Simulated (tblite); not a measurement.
Species: Si(SMe)4, C4H12S4Si.
Atom-mapped SMILES: `[CH3:1][S:2][Si:3]([S:4][CH3:5])([S:6][CH3:7])[S:8][CH3:9]` (hydrogens: H10, H11, H12 on C1; H13, H14, H15 on C5; H16, H17, H18 on C7; H19, H20, H21 on C9)

Structure used (GFN2-xTB), in Å, numbered top down from 1:
```
atom  x, y, z in Å
C1    -1.9382    0.6169    2.2403
S2    -0.8526   -0.7754    1.8070
Si3    0.0008   -0.0019   -0.0149
S4    -1.4783    0.1533   -1.5744
C5    -1.8622   -1.6108   -1.7876
S6     0.7867    1.9653    0.3827
C7     1.2699    2.4365   -1.3053
S8     1.5443   -1.3576   -0.6664
C9     2.5288   -1.4368    0.8603
H10   -2.4614    0.3273    3.1453
H11   -2.6442    0.7899    1.4339
H12   -1.3326    1.4999    2.4174
H13   -2.1959   -2.0255   -0.8416
H14   -2.6555   -1.6662   -2.5252
H15   -0.9770   -2.1280   -2.1431
H16    1.7125    3.4242   -1.2336
H17    0.3862    2.4610   -1.9342
H18    1.9946    1.7241   -1.6868
H19    1.9196   -1.8525    1.6559
H20    2.8738   -0.4410    1.1202
H21    3.3717   -2.0860    0.6497
```

Computed values, GFN2-xTB/tblite, gas phase, harmonic and unscaled. Against measured fundamentals such values can be off by several per cent, at times by over 20. One conformer, not necessarily the lowest.

Harmonic wavenumbers (cm⁻¹): 36.4, 37.5, 40.2, 41.0, 79.9, 97.7, 107.6, 108.1, 113.1, 131.8, 134.2, 143.2, 157.4, 176.5, 217.6, 218.0, 242.2, 357.3, 533.0, 545.4, 545.8, 722.9, 723.2, 724.4, 726.5, 955.5, 955.9, 956.7, 957.6, 962.2, 962.8, 963.2, 965.9, 1318.5, 1322.5, 1322.9, 1325.2, 1443.4, 1443.6, 1444.7, 1445.7, 1447.2, 1447.3, 1448.0, 1448.6, 3033.2, 3034.6, 3034.9, 3035.4, 3045.0, 3046.4, 3047.2, 3047.7, 3062.6, 3063.6, 3064.1, 3064.6.

A = 678.1, B = 625.8, C = 624.9 MHz; mass 215.959 u (most abundant isotopes); point group S4, symmetry number 2.

Problem. What is the zero-point energy?

Solution. ½Σν̃ = 34039 cm⁻¹ = 97.32 kcal/mol.

Problem. Give the ideal-gas entropy at 200 K and 1 bar in the rigid-rotor, harmonic-oscillator model (classical rotation).

Solution. Translation 40.06, rotation 28.90, vibration 46.59: S = 115.5 cal/(mol K).

Problem. And Cp and H(200 K) − H(0)?

Solution. Cp = 44.34 cal/(mol K), of which vibrations give 36.39 (their classical limit is 57 R = 113.3); H(200 K) − H(0) = 6.16 kcal/mol without the zero-point energy, 4.57 from vibrations.

Problem. Which modes carry the vibrational entropy at 200 K?

Solution. 36.4 cm⁻¹: 4.66; 37.5 cm⁻¹: 4.60; 40.2 cm⁻¹: 4.46; 41.0 cm⁻¹: 4.42; 79.9 cm⁻¹: 3.11; 97.7 cm⁻¹: 2.73 cal/(mol K); the other 51 give 22.61 together.

Problem. Blend soft modes into free rotors: weight 1/[1 + (100 cm⁻¹/ν̃)⁴] for the oscillator and the rest for a rotor with moment μB/(μ + B), μ = h/(8π²ν), B = 10⁻⁴⁴ kg m². What vibrational entropy results?

Solution. 41.67 cal/(mol K) in place of 46.59, which changes −T·S at 200 K by +0.98 kcal/mol.

Problem. How do the functions run with temperature in this model?

Solution. 
```
 T (K)  S (cal/(mol K))  Cp (cal/(mol K))  H − H(0) (kcal/mol)  G − H(0) (kcal/mol)  ln q(vib)
    50             68.6              23.3                 0.73                -2.70       1.97
   100             88.5              34.0                 2.20                -6.65       5.54
298.15            134.9              53.4                10.95               -29.28      17.12
373.15            147.6              60.0                15.21               -39.88      20.59
   500            166.6              69.7                23.46               -59.84      25.86
   750            197.7              83.6                42.74              -105.52      34.81
  1000            223.1              93.1                64.90              -158.22      42.48
```

q(vib) and H(0) count from the zero-point level.

Hindered rotation and anharmonicity are outside this model. Other conformers, if any are populated, would add a mixing term that is left out.
